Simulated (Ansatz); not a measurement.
**Nudged elastic band run: CH3AgS**

Input file:

```yaml
crystal:
  periodic: [false, false, false]
  atoms:
    - { symbol: C, position_ang: [-0.383993, 0.384227, -0.29324] }
    - { symbol: S, position_ang: [0.015985, -1.374573, 0.013878] }
    - { symbol: Ag, position_ang: [1.898071, -1.295325, 1.36605] }
    - { symbol: H, position_ang: [-1.279285, 0.384235, -0.935272] }
    - { symbol: H, position_ang: [0.419399, 0.910317, -0.829072] }
    - { symbol: H, position_ang: [-0.627977, 0.92712, 0.631456] }
basis:
  gaussian: { orbitals: def2-SVP }
hamiltonian:
  xc: r2scan
  dispersion: d4
neb:
  order_check: false
  images: 5
  f_tol: 0.05
  max_iterations: 40
  final_atoms:
    - { symbol: C, position_ang: [-0.38434504, 0.43355858, -0.20748297] }
    - { symbol: S, position_ang: [0.01079886, -0.71704518, 1.15910005] }
    - { symbol: Ag, position_ang: [1.90249068, -1.83747353, 0.42187443] }
    - { symbol: H, position_ang: [-0.61841566, -0.09157609, -1.14489248] }
    - { symbol: H, position_ang: [0.4166684, 1.16591761, -0.38466314] }
    - { symbol: H, position_ang: [-1.28499724, 0.98261962, 0.10986412] }
  initial_path:
    images:
      - { positions_ang: [[-0.383993, 0.384227, -0.29324], [0.015985, -1.374573, 0.013878], [1.898071, -1.295325, 1.36605], [-1.279285, 0.384235, -0.935272], [0.419399, 0.910317, -0.829072], [-0.627977, 0.92712, 0.631456]] }
      - { positions_ang: [[-0.40376878, 0.40512607, -0.28788025], [0.08193379, -1.22635566, 0.20364142], [1.96335267, -1.50721274, 1.28066887], [-1.21482098, 0.30168527, -0.98885077], [0.39149266, 0.96784899, -0.80754541], [-0.77598936, 0.99490907, 0.55376616]] }
      - { positions_ang: [[-0.42354456, 0.42602513, -0.28252051], [0.14788257, -1.07813832, 0.39340483], [2.02863434, -1.71910047, 1.19528773], [-1.15035695, 0.21913553, -1.04242954], [0.36358632, 1.02538099, -0.78601883], [-0.92400172, 1.06269814, 0.47607631]] }
      - { positions_ang: [[-0.44332035, 0.4469242, -0.27716076], [0.21383136, -0.92992098, 0.58316825], [2.09391601, -1.93098821, 1.1099066], [-1.08589293, 0.1365858, -1.09600831], [0.33567998, 1.08291298, -0.76449224], [-1.07201407, 1.13048721, 0.39838647]] }
      - { positions_ang: [[-0.42366191, 0.44246899, -0.25393483], [0.14615386, -0.85896238, 0.77514551], [2.03010757, -1.89981665, 0.88056254], [-0.93006718, 0.06053183, -1.11230304], [0.36267612, 1.11058119, -0.63788254], [-1.14300846, 1.08119801, 0.30221235]] }
      - { positions_ang: [[-0.40400347, 0.43801379, -0.2307089], [0.07847636, -0.78800378, 0.96712278], [1.96629912, -1.86864509, 0.65121848], [-0.77424142, -0.01552213, -1.12859776], [0.38967226, 1.1382494, -0.51127284], [-1.21400285, 1.03190882, 0.20603824]] }
      - { positions_ang: [[-0.38434504, 0.43355858, -0.20748297], [0.01079886, -0.71704518, 1.15910005], [1.90249068, -1.83747353, 0.42187443], [-0.61841566, -0.09157609, -1.14489248], [0.4166684, 1.16591761, -0.38466314], [-1.28499724, 0.98261962, 0.10986412]] }
```

Command:

```bash
$ ansatz run input.yaml --threads 1 --pin off --max-ram 2048MiB --backend cpu --events-out ev --progress --plain --runs-dir out
```

Output, in part (warnings, iteration lines, the closing report on the highest movable image, with atoms numbered from 0):

```
NEB end point (image 0): max|allowed force component| = 4.257e-3 eV/Å (the criterion of neb.relax_end_points is 1.000e-2)
NEB end point (image 6): max|allowed force component| = 3.969e-3 eV/Å (the criterion of neb.relax_end_points is 1.000e-2)
NEB iter   1: max|band force component| = 2.635e0 eV/Å  barrier→ = 0.7821 eV  barrier← = 0.7821 eV  Δτ_max = 0.1900 Å  (213 SCF iters)
NEB iter   2: max|band force component| = 1.267e0 eV/Å  barrier→ = 0.3243 eV  barrier← = 0.3243 eV  Δτ_max = 0.2000 Å  (171 SCF iters)
NEB iter   3: max|band force component| = 5.274e-1 eV/Å  barrier→ = 0.1091 eV  barrier← = 0.1090 eV  Δτ_max = 0.1625 Å  (160 SCF iters)
NEB iter   4: max|band force component| = 2.097e-1 eV/Å  barrier→ = 0.0576 eV  barrier← = 0.0576 eV  CI = image 3  Δτ_max = 0.0198 Å  (154 SCF iters)
NEB iter   5: max|band force component| = 6.047e-2 eV/Å  barrier→ = 0.0549 eV  barrier← = 0.0549 eV  CI = image 3  Δτ_max = 0.0049 Å  (159 SCF iters)
NEB iter   6: max|band force component| = 1.197e-2 eV/Å  barrier→ = 0.0548 eV  barrier← = 0.0548 eV  CI = image 3  Δτ_max = 0.0000 Å  (288 SCF iters)
Total energy: -15916.10789320 eV, -584.9061767497 hartree
Atom 0 at    -0.417516     0.400215    -0.251159 Å, force    -0.003981     0.011979    -0.007163 eV/Å
Atom 1 at    -0.198270    -1.132003     0.736633 Å, force     0.008834    -0.006791     0.004222 eV/Å
Atom 2 at     2.090013    -1.488239     0.835198 Å, force    -0.005107    -0.001426     0.001136 eV/Å
Atom 3 at    -1.026406     0.173297    -1.139316 Å, force     0.001583     0.000359     0.002889 eV/Å
Atom 4 at     0.534024     0.830636    -0.587284 Å, force    -0.003171    -0.000746     0.000938 eV/Å
Atom 5 at    -0.939647     1.152095     0.359728 Å, force     0.001841    -0.003374    -0.002023 eV/Å
Dipole moment:     0.690312     0.114941    -0.115497 e Å
```

The forces met the threshold. A vibrational analysis at the climbing image gives one clearly imaginary mode, 145i cm⁻¹: a first-order saddle point.

Final band (atoms are numbered from 1 in the order of the input):

| image | path coordinate (Å) | energy (kJ/mol) | dihedral H5–C1–S2–Ag3 (°) |
| --- | --- | --- | --- |
| 0 | 0.00 | 0.0 | 62 |
| 1 | 0.39 | 1.3 | 42 |
| 2 | 0.79 | 3.9 | 22 |
| 3 | 1.18 | 5.3 | 0 |
| 4 | 1.57 | 3.9 | -22 |
| 5 | 1.96 | 1.3 | -43 |
| 6 | 2.36 | 0.0 | -62 |

The run took 3.4 min on 1 thread of Arm Neoverse V1, with other jobs on the host, peak memory 0.16 GiB.
